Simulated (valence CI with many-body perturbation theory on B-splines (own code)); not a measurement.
**Kr XXXI: electric-dipole lines**

Method: configuration interaction combined with many-body perturbation theory (CI+MBPT): four valence electrons over a frozen Dirac-Fock core [He], radial functions for each j: 11 s, 11 p, 10 d, 8 f, 5 g, 2 h, with the one-electron correlation potential Σ1, the two-electron term Σ2, the three-electron term Σ3, Breit, model QED; selected CI, second order for the rest, scaled by the run's own slope (own B-spline code, finite nucleus).

No measured spectrum was set against this ion. As an estimate, large intervals hold to a few tenths of a per cent, small ones and those within an open d or f shell to about a per cent. Among the levels kept, up to 1100 cm⁻¹ of a level comes from second order outside the variational space, and about a tenth of that is noise between levels of different J, which matters for small intervals.

Lines 201 to 250 of 540 in falling wavelength, among levels below 2431.0 eV, chosen from the strongest by gf and those to the six lowest levels. Wavelengths and rates use the calculated energies. Electric multipoles are in the length gauge, E1 and E2 with the static RPA response of the core. Weak lines are less certain than strong ones. Lines between different terms over intervals too small for the method are left out, as are lines whose strength nearly cancels. The highest levels of a list are the least certain.

Levels are named by their leading jj configuration (3d3/2^4 stands for four electrons in 3d with j = 3/2), which in mixed levels can hold well under half, so a name can repeat and another be missing. Letters in brackets count levels of one name in rising energy.

```tsv
λ vac (nm)	Upper	Lower	A (s⁻¹)	S (a.u.)
6.438	(2s 2p3/2^2 3p3/2) J=2 [c]	(2s^2 2p3/2 3p3/2) J=2	5.91e+10	3.89e-02
6.419	(2s 2p1/2 2p3/2^2) J=0	(2s^2 2p1/2 2p3/2) J=1	6.64e+10	8.66e-03
6.415	(2p1/2^2 2p3/2 3p3/2) J=3	(2s 2p1/2^2 3p3/2) J=2	3.15e+10	2.87e-02
6.407	(2s 2p3/2^2 3d3/2) J=1 [b]	(2s^2 2p3/2 3d3/2) J=2	9.64e+10	3.75e-02
6.395	(2s 2p3/2^3) J=1	(2s^2 2p3/2^2) J=0	4.18e+10	1.62e-02
6.384	(2s 2p3/2^2 3d5/2) J=4 [b]	(2s^2 2p3/2 3d5/2) J=4	8.27e+10	9.56e-02
6.384	(2s 2p3/2^2 3p1/2) J=1 [b]	(2s^2 2p3/2 3p1/2) J=2	5.37e+10	2.07e-02
6.380	(2s 2p3/2^2 3p1/2) J=1 [a]	(2s^2 2p3/2 3p1/2) J=1	6.46e+10	2.48e-02
6.379	(2s 2p3/2^2 3d5/2) J=3 [b]	(2s^2 2p3/2 3d5/2) J=4	2.98e+10	2.67e-02
6.374	(2s 2p3/2^2 3p3/2) J=3 [b]	(2s^2 2p3/2 3p3/2) J=3	9.69e+10	8.67e-02
6.367	(2s 2p3/2^2 3s) J=1 [b]	(2s^2 2p3/2 3s) J=1	1.32e+11	5.06e-02
6.358	(2s 2p3/2^2 3s) J=1 [a]	(2s^2 2p3/2 3s) J=2	6.48e+10	2.47e-02
6.341	(2s 2p3/2^2 3d3/2) J=2 [c]	(2s^2 2p3/2 3d3/2) J=3	8.12e+10	5.11e-02
6.340	(2s 2p3/2^2 3d5/2) J=3 [c]	(2s^2 2p3/2 3d3/2) J=3	2.47e+10	2.17e-02
6.334	(2s 2p3/2^2 3p1/2) J=2 [b]	(2s^2 2p3/2 3p1/2) J=2	1.03e+11	6.45e-02
6.329	(2p1/2^2 2p3/2 3d3/2) J=3	(2s 2p1/2^2 3d3/2) J=2	2.29e+10	2.00e-02
6.321	(2p1/2 2p3/2^2 3s) J=2 [b]	(2s 2p1/2 2p3/2 3s) J=2 [b]	2.93e+10	1.82e-02
6.307	(2s 2p1/2 2p3/2^2) J=2 [b]	(2s^2 2p1/2 2p3/2) J=2	9.78e+10	6.06e-02
6.293	(2s 2p3/2^2 3d3/2) J=2 [b]	(2s^2 2p3/2 3d3/2) J=2	2.92e+10	1.79e-02
6.285	(2s 2p3/2^2 3s) J=2 [b]	(2s^2 2p3/2 3s) J=2	1.10e+11	6.71e-02
6.270	(2s 2p3/2^2 3p3/2) J=2 [b]	(2s^2 2p3/2 3p3/2) J=3	9.95e+10	6.05e-02
6.263	(2s 2p3/2^2 3d5/2) J=1 [b]	(2s^2 2p3/2 3d5/2) J=2	8.36e+10	3.04e-02
6.256	(2s 2p3/2^2 3d5/2) J=3 [c]	(2s^2 2p3/2 3d5/2) J=4	7.82e+10	6.62e-02
6.256	(2p1/2^2 2p3/2 3p1/2) J=2	(2s 2p1/2^2 3p1/2) J=1	3.39e+10	2.05e-02
6.237	(2s 2p1/2 2p3/2^2) J=1 [a]	(2s^2 2p1/2 2p3/2) J=1	8.57e+10	3.08e-02
6.228	(2s 2p3/2^2 3d5/2) J=2 [c]	(2s^2 2p3/2 3d5/2) J=3	1.11e+11	6.64e-02
6.224	(2p1/2^2 2p3/2 3s) J=2	(2s 2p1/2^2 3s) J=1	3.56e+10	2.12e-02
6.136	(2p1/2 2p3/2^2 3p3/2) J=4	(2s 2p1/2 2p3/2 3p3/2) J=4	2.35e+10	2.42e-02
6.120	(2s 2p3/2^2 3p3/2) J=1 [c]	(2s^2 2p3/2 3p3/2) J=2	7.36e+10	2.50e-02
6.030	(2p1/2 2p3/2^2 3s) J=3	(2s 2p1/2 2p3/2 3s) J=3	2.45e+10	1.86e-02
5.977	(2s 2p1/2 2p3/2^2) J=1 [b]	(2s^2 2p1/2 2p3/2) J=2	1.40e+11	4.43e-02
5.698	(2s 2p1/2 2p3/2^2) J=1 [b]	(2s^2 2p1/2 2p3/2) J=1	3.11e+10	8.53e-03
5.694	(2s 2p3/2^3) J=1	(2s^2 2p3/2^2) J=2	1.64e+11	4.48e-02
5.352	(2p1/2^2 2p3/2^2) J=2	(2s 2p1/2^2 2p3/2) J=2	2.68e+10	1.01e-02
5.123	(2s 2p3/2^3) J=2	(2s^2 2p1/2 2p3/2) J=2	1.29e+10	4.28e-03
4.648	(2s 2p1/2 2p3/2^2) J=1 [b]	(2s^2 2p1/2^2) J=0	1.14e+10	1.69e-03
4.359	(2s 2p3/2^3) J=1	(2s^2 2p1/2 2p3/2) J=1	1.42e+10	1.74e-03
0.6442	(2p1/2 2p3/2^2 3s) J=2 [b]	(2p1/2 2p3/2^3) J=2	8.97e+12	5.92e-03
0.6438	(2p1/2^2 2p3/2 3s) J=2	(2p1/2^2 2p3/2^2) J=2	2.75e+12	1.81e-03
0.6436	(2p1/2 2p3/2^2 3s) J=1 [a]	(2p1/2 2p3/2^3) J=1	6.93e+12	2.74e-03
0.6418	(2s 2p3/2^2 3s) J=2 [a]	(2s 2p3/2^3) J=2	6.83e+12	4.45e-03
0.6399	(2s 2p1/2 2p3/2 3s) J=3	(2s 2p1/2 2p3/2^2) J=3	1.88e+12	1.70e-03
0.6395	(2s^2 2p3/2 3s) J=1	(2s^2 2p3/2^2) J=0	3.33e+12	1.29e-03
0.6392	(2s 2p3/2^2 3s) J=1 [b]	(2s 2p3/2^3) J=1	7.63e+12	2.95e-03
0.6382	(2s 2p1/2 2p3/2 3s) J=2 [c]	(2s 2p1/2 2p3/2^2) J=2 [b]	3.51e+12	2.25e-03
0.6366	(2s 2p1/2 2p3/2 3s) J=1 [b]	(2s 2p1/2 2p3/2^2) J=1 [a]	5.49e+12	2.10e-03
0.6356	(2s 2p1/2 2p3/2 3s) J=1 [a]	(2s 2p1/2 2p3/2^2) J=2 [a]	8.23e+12	3.13e-03
0.6354	(2s 2p1/2 2p3/2 3s) J=2 [b]	(2s 2p1/2 2p3/2^2) J=3	6.33e+12	4.01e-03
0.6338	(2s^2 2p1/2 3s) J=1	(2s^2 2p1/2 2p3/2) J=2	6.30e+12	2.38e-03
0.6331	(2s 2p1/2^2 3s) J=1	(2s 2p1/2^2 2p3/2) J=2	6.44e+12	2.42e-03
```
